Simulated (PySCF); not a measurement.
C2H10OSi3, SMILES [SiH3][C@H]1O[SiH2]C[SiH2]1. Heavy atoms are numbered as in [SiH3:1][C@H:2]1[O:3][SiH2:4][CH2:5][SiH2:6]1. Hydrogens are named by the atom that carries them.

Geometry: PBE0-D3(BJ)/def2-SVP. The structure was generated by enumeration; whether it is a known compound was not checked. One conformer was computed; it need not be the lowest.

Computed with PBE/def2-TZVP in PySCF.

ESP charges are fitted to the potential on shells at 1.4 to 2.0 van der Waals radii. Atomic charges (e), one atom of each kind:

```
atom        ESP fit    IAO
----------  -------  -----
Si1 (SiH3)      [?]   0.54
C2 (CH)         [?]  -0.44
O3            -0.35  -0.61
Si4 (SiH2)     0.42   0.95
C5 (CH2)      -0.51  -0.86
Si6 (SiH2)     0.24   0.70
H on Si1        [?]  -0.10
H on C2         [?]   0.16
H on Si4      -0.07  -0.13
H on C5        0.17   0.18
H on Si6        [?]  -0.11
```

**Question.** Fill in the missing entries. (An estimate is asked for; the answer gives what the named calculation found.)

**Answer.** 
- Si1 (SiH3), ESP fit: 0.06
- C2 (CH), ESP fit: 0.06
- H on Si1, ESP fit: -0.02
- H on C2, ESP fit: 0.09
- H on Si6, ESP fit: -0.06

Computed Mayer and Wiberg (Löwdin basis) orders of the bonds:
```tsv
bond	Mayer	Wiberg
Si1–C2	1.00	1.15
C2–O3	0.95	1.43
O3–Si4	1.14	1.49
Si4–C5	0.99	1.16
C2–Si6	0.95	1.06
C5–Si6	1.00	1.16
```
